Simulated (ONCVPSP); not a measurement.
**u(r) = r·R(r): atom against pseudo-atom (silicon)**

Columns: radius, all-electron u(r) and pseudo u(r) of the 2s shell (level -139.30 eV) of silicon in the configuration [He] 2s2 2p6 3s2 3p2; BLYP, scalar-relativistic, ONCV scheme, ONCVPSP 4.0.1.

| r (bohr) | all-electron | pseudo |
| --- | --- | --- |
| 0.042 | -0.6028 | 0.1759 |
| 0.085 | -0.5477 | 0.3536 |
| 0.128 | -0.2212 | 0.5263 |
| 0.170 | 0.1647 | 0.6870 |
| 0.212 | 0.5269 | 0.8365 |
| 0.255 | 0.8343 | 0.9740 |
| 0.298 | 1.0667 | 1.0921 |
| 0.340 | 1.2243 | 1.1854 |
| 0.382 | 1.3213 | 1.2544 |
| 0.425 | 1.3689 | 1.2984 |
| 0.467 | 1.3759 | 1.3157 |
| 0.510 | 1.3524 | 1.3084 |
| 0.552 | 1.3075 | 1.2792 |
| 0.595 | 1.2462 | 1.2307 |
| 0.638 | 1.1745 | 1.1675 |
| 0.680 | 1.0988 | 1.0963 |
| 0.722 | 1.0205 | 1.0199 |
| 0.765 | 0.9403 | 0.9400 |
| 0.807 | 0.8634 | 0.8632 |
| 0.850 | 0.7876 | 0.7874 |
| 0.892 | 0.7172 | 0.7170 |
| 0.935 | 0.6493 | 0.6492 |
| 0.977 | 0.5875 | 0.5874 |
| 1.020 | 0.5289 | 0.5288 |
| 1.062 | 0.4762 | 0.4761 |
| 1.105 | 0.4267 | 0.4266 |

(1) How many radial nodes do the two functions have?

(2) At about which radius was the pseudo-wave matched?

(3) Is the pseudo-wave norm-conserving?

Results:

(1) The all-electron 2s function has n − l − 1 = 1; the pseudo-wave has 0, since the states of the same l below it are removed with the core.

(2) 0.80 bohr, where the columns begin to agree (steps of 0.04 bohr).

(3) Yes: the ONCV scheme keeps the norm inside the radius equal to the all-electron one, which fixes the energy derivative of the logarithmic derivative at the level.
